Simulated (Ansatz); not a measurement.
`CO[Si@@H](O)[Si@@H](O)Cl`. Charge 0, multiplicity 1. The geometry is a stationary point of PBE0-D4/def2-TZVP. It is one conformer, not always the lowest.

```xyz
14

C    -2.199   -0.230    0.232
O    -1.217    0.680    0.680
Si    0.146    1.032   -0.161
O     0.855    2.348    0.502
Si    1.738   -0.680    0.020
O     0.896   -2.079   -0.184
Cl    3.150   -0.474   -1.479
H    -1.830   -1.259    0.269
H    -3.067   -0.142    0.887
H    -2.513   -0.008   -0.795
H    -0.238    1.256   -1.588
H     0.374    3.177    0.494
H     2.524   -0.715    1.281
H     1.380   -2.907   -0.157
```

**Question.** What is the dipole moment at ωB97M-V/def2-TZVPP? (An estimate is asked.)

**Answer.** Computed: 1.84 D, with components (-1.71, -0.61, 0.25) D in this frame, pointing from negative to positive charge.

**Question.** And with PBE, r2SCAN, B3LYP? (An estimate is asked.)

**Answer.** The calculation gave: PBE 1.80 D, r2SCAN 1.85 D, B3LYP 1.83 D.

**Question.** Give the Mulliken charges with ωB97M-V, B3LYP, PBE in def2-TZVPP. (An estimate is asked.)

**Answer.** Ansatz gave: 
```csv
atom,ωB97M-V,B3LYP,PBE
C1,-0.17,-0.12,-0.14
O2,-0.35,-0.36,-0.29
Si3,0.48,0.55,0.46
O4,-0.37,-0.39,-0.34
Si5,0.42,0.50,0.42
O6,-0.37,-0.38,-0.34
Cl7,-0.23,-0.27,-0.24
H8,0.12,0.11,0.10
H9,0.12,0.11,0.11
H10,0.11,0.09,0.09
H11,-0.07,-0.12,-0.12
H12,0.17,0.18,0.19
H13,-0.05,-0.09,-0.08
H14,0.17,0.18,0.19
```

B3LYP here is the variant with VWN-RPA as its local correlation; programs differ in this.
